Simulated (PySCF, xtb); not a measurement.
VOCl₃, SMILES [Cl][V](=[O])([Cl])[Cl], multiplicity 1.

xtb with GFN2-xTB at its own geometry gives an orbital gap of 2.95 eV and a dipole moment of 3.12 D.

The structure is a stationary point at PBE-D3(BJ)/def2-SVP. The multiplicity is an assumed one; other spin states were not compared.

**Question.** What does HF/def2-TZVP in PySCF give? (Estimate from the structure and the level; the computed values follow.)

**Answer.** gap 12.11 eV (levels -12.90 and -0.80 eV), dipole 0.65 D.
